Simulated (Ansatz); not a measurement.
`C=C(F)[SiH2][O][AlH2]`. Charge 0, multiplicity 1. The structure was optimised at the PBE0-D4/def2-TZVP level. It is one conformer, not always the lowest.

```xyz
12

C    -1.872    1.161   -0.042
C    -0.759    0.464    0.020
F     0.156    0.688   -1.048
Si   -0.004   -0.829    1.197
O     1.374   -1.175    0.444
Al    1.905   -0.442   -1.041
H    -2.082    1.858   -0.844
H    -2.608    1.032    0.742
H     0.168   -0.208    2.534
H    -0.948   -1.969    1.310
H     2.979    0.711   -0.913
H     1.692   -1.291   -2.359
```

Task: What is the dipole moment at PBE/def2-TZVPP? (Best estimate.)

Result: Computed: 3.21 D, with components (-2.87, 1.14, 0.88) D in this frame, pointing from negative to positive charge.

Task: And with r2SCAN, B3LYP, ωB97M-V? (Best estimate.)

Result: Ansatz gave: r2SCAN 3.36 D, B3LYP 3.41 D, ωB97M-V 3.44 D.

Task: Give the Mulliken charges with PBE, ωB97M-V, r2SCAN in def2-TZVPP. (Best estimate.)

Result: Computed: 
| atom | PBE | ωB97M-V | r2SCAN |
| --- | --- | --- | --- |
| C1 | -0.20 | -0.20 | -0.18 |
| C2 | 0.10 | 0.07 | 0.07 |
| F3 | -0.12 | -0.16 | -0.16 |
| Si4 | 0.38 | 0.40 | 0.51 |
| O5 | -0.36 | -0.44 | -0.46 |
| Al6 | 0.40 | 0.43 | 0.54 |
| H7 | 0.12 | 0.13 | 0.11 |
| H8 | 0.11 | 0.12 | 0.10 |
| H9 | -0.06 | -0.03 | -0.08 |
| H10 | -0.06 | -0.03 | -0.08 |
| H11 | -0.14 | -0.14 | -0.19 |
| H12 | -0.14 | -0.14 | -0.19 |

B3LYP here is the variant with VWN-RPA as its local correlation; programs differ in this.
